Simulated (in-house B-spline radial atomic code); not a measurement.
Results of a calculation; reference values are marked as such.
K⁺ at several levels of theory

Ground configuration [Ne] 3s2 3p6. All numbers come from a B-spline radial code for spherical atoms, all electrons, at the radial basis limit. Mean-field, RPA, GW and linear-response runs are scalar-relativistic (one-electron X2C), no spin-orbit coupling, without Breit or QED terms, open shells spin-polarised at highest spin; the many-body runs on Dirac-Hartree-Fock orbitals are four-component, and their energies hold both.

**Ionisation energy.** The reference is 31.625 eV (NIST, measured). It runs between the lowest fine-structure levels, while the runs without spin-orbit coupling give shell averages, so part of their difference is this splitting, and a close match can be a cancellation.

```
                                              method  value (eV)  minus reference (eV)
                    minus the highest LDA VWN5 level       24.97                 -6.65
                         minus the highest PBE level       24.88                 -6.75
                                         G0W0 on PBE       31.45                 -0.18
                      minus the highest r2SCAN level       25.46                 -6.16
                        minus the highest PBE0 level       26.91                 -4.72
                                        G0W0 on PBE0       31.69                 +0.07
             minus the highest B3LYP (VWN-RPA) level       26.53                 -5.10
                   minus the highest CAM-B3LYP level       28.42                 -3.20
                     minus the highest LC-wPBE level       29.93                 -1.70
                minus the highest Hartree-Fock level       31.84                 +0.21
                                G0W0 on Hartree-Fock       32.18                 +0.55
Dirac-Fock + self-energy with TDHF screening (3p3/2)       31.66                 +0.03
```

(1) Which methods come closest, and which lies farthest off?

**Static dipole polarisability and C6** of two like species, by linear response (no reference value is at hand):

```json
{"method": "LDA VWN5", "α (bohr³)": "5.744", "C6 (hartree·bohr⁶)": "24.69"}
{"method": "PBE", "α (bohr³)": "5.719", "C6 (hartree·bohr⁶)": "24.57"}
{"method": "PBE0", "α (bohr³)": "5.605", "C6 (hartree·bohr⁶)": "23.97"}
{"method": "B3LYP (VWN-RPA)", "α (bohr³)": "5.667", "C6 (hartree·bohr⁶)": "24.27"}
{"method": "CAM-B3LYP", "α (bohr³)": "5.666", "C6 (hartree·bohr⁶)": "24.27"}
{"method": "LC-wPBE", "α (bohr³)": "5.6", "C6 (hartree·bohr⁶)": "23.94"}
{"method": "TDHF", "α (bohr³)": "5.458", "C6 (hartree·bohr⁶)": "23.21"}
{"method": "relativistic RPA (four-component TDHF)", "α (bohr³)": "5.458", "C6 (hartree·bohr⁶)": "23.21"}
```

(2) What mean excitation energy do α and C6 imply in London's formula C6 = (3/4) α² ω?

Run times on one thread of shared hosts: mean field, RPA, SOSEX and G0W0 on PBE, 2.2 s (Arm Neoverse N1); TDDFT with PBE, 0.9 s (Arm Neoverse N1); removal energies by the self-energy, 15 s (Arm Neoverse N1).

## Answers

(1) Closest: Dirac-Fock + self-energy with TDHF screening (3p3/2) (+0.03 eV) and G0W0 on PBE0 (+0.07 eV). Farthest: minus the highest PBE level (-6.75 eV). The TDHF-screened form was chosen among four for its agreement on 13 closed-shell atoms.

(2) LDA VWN5: ω = 0.998 hartree; relativistic RPA (four-component TDHF): ω = 1.039 hartree. A method that puts the excitations lower gives a larger α and a smaller ω.
